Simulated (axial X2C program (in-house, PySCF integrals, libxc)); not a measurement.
Density and ELF of VP

All values were computed with an axial X2C code built on PySCF integrals. Two-component (2c) means X2C with spin–orbit coupling and atomic mean-field two-electron Coulomb and Gaunt terms. Basis: V dyall-cv3z [10s10p6d4f2g], P dyall-v3z [8s7p2d1f] (cores contracted in-house); Gaussian nuclei, density fitting, unrestricted open shells. Masses: V 50.944 u, P 30.974 u.

PBE0, 2c, state Ω = 1 (⟨Sz⟩ = -1.00, ⟨Lz⟩ = 2.00 at PBE0); V at z = 0, P at z = 2.161 Å.

The maps cover the half plane through the axis: z from -2.4 to 4.2 Å along the bond, ρ from 0.15 to 2.25 Å away from it.

log10 of the density in e/bohr³:

```
 ρ\z  -2.4  -1.8  -1.2  -0.6   0.0   0.6   1.2   1.8   2.4   3.0   3.6   4.2
0.15  -3.3  -2.6  -1.8  -0.3   1.4  -0.3  -0.9  -0.1   0.5  -1.0  -1.8  -2.6
0.45  -3.3  -2.7  -1.9  -0.7   0.1  -0.7  -1.1  -0.8  -0.6  -1.1  -1.9  -2.7
0.75  -3.4  -2.7  -2.1  -1.2  -0.7  -1.2  -1.3  -1.1  -1.0  -1.4  -2.0  -2.8
1.05  -3.5  -2.9  -2.3  -1.7  -1.5  -1.6  -1.5  -1.4  -1.4  -1.7  -2.3  -3.0
1.35  -3.6  -3.0  -2.5  -2.1  -2.0  -1.9  -1.8  -1.7  -1.7  -2.0  -2.6  -3.2
1.65  -3.7  -3.2  -2.7  -2.4  -2.3  -2.3  -2.2  -2.1  -2.1  -2.4  -2.9  -3.5
1.95  -3.9  -3.4  -3.0  -2.7  -2.6  -2.6  -2.5  -2.5  -2.6  -2.8  -3.2  -3.8
2.25  -4.1  -3.7  -3.3  -3.0  -2.9  -2.9  -2.9  -2.9  -3.0  -3.2  -3.6  -4.0
```

Electron localisation function (collinear form, no current term, damped to 0 at low density):

```
 ρ\z  -2.4  -1.8  -1.2  -0.6   0.0   0.6   1.2   1.8   2.4   3.0   3.6   4.2
0.15  0.09  0.10  0.09  0.77  0.83  0.69  0.68  0.50  0.85  0.88  0.90  0.62
0.45  0.09  0.12  0.10  0.61  0.79  0.48  0.72  0.09  0.09  0.92  0.88  0.57
0.75  0.10  0.17  0.14  0.30  0.55  0.23  0.75  0.69  0.65  0.92  0.83  0.47
1.05  0.09  0.23  0.23  0.20  0.19  0.20  0.74  0.81  0.85  0.87  0.73  0.33
1.35  0.06  0.27  0.34  0.26  0.18  0.29  0.67  0.73  0.77  0.75  0.57  0.17
1.65  0.03  0.25  0.42  0.36  0.28  0.34  0.54  0.57  0.60  0.56  0.35  0.06
1.95  0.01  0.16  0.39  0.41  0.34  0.31  0.36  0.38  0.39  0.33  0.14  0.01
2.25  0.00  0.06  0.25  0.34  0.29  0.21  0.19  0.19  0.18  0.12  0.03  0.00
```

Axial spin density in 10⁻³ e/bohr³:

```
 ρ\z  -2.4  -1.8  -1.2    -0.6     0.0     0.6   1.2   1.8   2.4   3.0  3.6  4.2
0.15  -0.4  -1.5  -7.3  -120.4  -271.7  -116.5  -1.9   0.7   4.0   9.0  2.2  0.4
0.45  -0.4  -1.4  -6.8   -62.5  -176.5   -64.5   1.4  22.2  16.0  10.7  2.2  0.4
0.75  -0.3  -1.3  -5.6   -27.4   -56.1   -27.1   3.6  28.0  28.2   9.7  1.9  0.3
1.05  -0.3  -1.1  -4.1   -13.1   -20.8   -11.3   3.2  17.4  17.9   6.5  1.4  0.2
1.35  -0.2  -0.8  -2.7    -6.6    -8.9    -4.9   1.9   8.3   8.5   3.6  0.9  0.2
1.65  -0.2  -0.5  -1.6    -3.3    -4.0    -2.2   1.0   3.6   3.6   1.7  0.5  0.1
1.95  -0.1  -0.3  -0.9    -1.6    -1.9    -1.0   0.4   1.5   1.5   0.8  0.3  0.1
2.25  -0.1  -0.2  -0.5    -0.8    -0.8    -0.4   0.2   0.6   0.6   0.3  0.1  0.0
```

The state is one determinant whose occupation by symmetry is held fixed; it was picked as the lowest of a PBE0 search that is not exhaustive. Density functionals use the spin component along the axis (collinear). PBE0 can misorder states that lie within some tenths of an eV, so this need not be the ground state of the molecule. The nearest other 2c determinant of the search, Ω = 3, lies 0.04 eV up at the distance of the search. The functionals have no current-density term, which raises determinants with orbital currents, atoms included. With several unpaired electrons one determinant need not be a pure state. The determinant is spin-polarised beyond a pure state at some levels (its spin-free form has ⟨S²⟩ too high), which makes Re and μ there less reliable.
